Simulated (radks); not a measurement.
Spherical quantum dot in the effective-mass picture: electrons in a parabolic well V = omega^2 r^2 / 2 with omega = 0.0594, with a point charge +1 (a donor) at the centre, all in effective atomic units (hartree* = m*/eps^2 hartree, bohr* = eps/m* bohr), one dielectric constant everywhere. Method: non-relativistic Kohn-Sham, exchange-only LDA, spin-polarised, spherical densities; computed with a radial shooting solver with Libxc functionals. Levels are named by radial order and angular momentum (1s, 1p, 1d, 2s, ...), and open shells are averaged over m. Results are scaled to m* = 0.038 and eps = 13.1, for which hartree* = 6.025 meV and bohr* = 18.24 nm. Each electron was tried in the lowest free levels, single moves between levels near the top were tried too, and the lowest total energy was kept; such a search can miss a lower state. At N = 1 the Hartree and exchange-correlation terms need not cancel, so that row can carry a self-interaction error.

N,open shells,2S,mu = E(N) - E(N-1) (meV),addition energy mu(N+1) - mu(N) (meV),e(HOMO) (meV)
1,"1s(up 1, down 0)",1,-2.7179,2.990,-1.4292
2,none,0,0.27193,1.512,0.83202
3,"1p(up 1, down 0)",1,1.7841,0.5494,2.0516
4,"1p(up 2, down 0)",2,2.3335,0.5540,2.6137
5,"1p(up 3, down 0)",3,2.8874,0.5792,3.1571
6,"1p(up 3, down 0) 2s(up 1, down 0)",4,3.4666,0.6206,3.7155
7,"1p(up 3, down 0) 1d(up 1, down 0) 2s(up 1, down 0)",5,4.0872,0.4581,4.3185
8,"1p(up 3, down 0) 1d(up 2, down 0) 2s(up 1, down 0)",6,4.5453,0.4449,4.7699
9,"1p(up 3, down 0) 1d(up 3, down 0) 2s(up 1, down 0)",7,4.9902,0.4323,5.2084
10,"1p(up 3, down 0) 1d(up 4, down 0) 2s(up 1, down 0)",8,5.4225,0.4204,5.6346
11,"1p(up 3, down 0) 1d(up 5, down 0) 2s(up 1, down 0)",9,5.8429,0.5542,6.0493
12,"1p(up 3, down 0) 1d(up 5, down 0) 2s(up 1, down 0) 1f(up 1, down 0)",10,6.3971,0.3867,6.5917
13,"1p(up 3, down 0) 1d(up 5, down 0) 2s(up 1, down 0) 1f(up 2, down 0)",11,6.7838,0.3792,6.9746
14,"1p(up 3, down 0) 1d(up 5, down 0) 2s(up 1, down 0) 1f(up 3, down 0)",12,7.1630,0.3720,7.3501
15,"1p(up 3, down 0) 1d(up 5, down 0) 2s(up 1, down 0) 1f(up 4, down 0)",13,7.5349,0.3651,7.7186
16,"1p(up 3, down 0) 1d(up 5, down 0) 2s(up 1, down 0) 1f(up 5, down 0)",14,7.9001,0.3587,8.0805
17,"1p(up 3, down 0) 1d(up 5, down 0) 2s(up 1, down 0) 1f(up 6, down 0)",15,8.2587,0.3525,8.4360
18,"1p(up 3, down 0) 1d(up 5, down 0) 2s(up 1, down 0) 1f(up 7, down 0)",16,8.6113,0.4758,8.7856
19,"1p(up 3, down 0) 1d(up 5, down 0) 2s(up 1, down 0) 1f(up 7, down 0) 3s(up 1, down 0)",17,9.0870,0.3332,9.2564
20,"1p(up 3, down 0) 1d(up 5, down 0) 2s(up 1, down 0) 1f(up 7, down 0) 1g(up 1, down 0) 3s(up 1, down 0)",18,9.4203,0.3293,9.5857
21,"1p(up 3, down 0) 1d(up 5, down 0) 2s(up 1, down 0) 1f(up 7, down 0) 1g(up 2, down 0) 3s(up 1, down 0)",19,9.7496,0.3250,9.9128
22,"1p(up 3, down 0) 1d(up 5, down 0) 2s(up 1, down 0) 1f(up 7, down 0) 1g(up 3, down 0) 3s(up 1, down 0)",20,10.075,0.3209,10.236
23,"1p(up 3, down 0) 1d(up 5, down 0) 2s(up 1, down 0) 1f(up 7, down 0) 1g(up 4, down 0) 3s(up 1, down 0)",21,10.395,0.3169,10.555
24,"1p(up 3, down 0) 1d(up 5, down 0) 2s(up 1, down 0) 1f(up 7, down 0) 1g(up 5, down 0) 3s(up 1, down 0)",22,10.712,0.3093,10.869
25,"1p(up 3, down 0) 1d(up 5, down 0) 2s(up 1, down 0) 1f(up 7, down 0) 2p(up 1, down 0) 1g(up 5, down 0) 3s(up 1, down 0)",23,11.022,-,11.179

All shells are closed at N = 2 (there: 1s2); the second difference of the energy has clear peaks (12 % above both neighbours; the first and last values, which can be the largest, are not judged, and half-filled shells can peak too) at N = 11, 18.
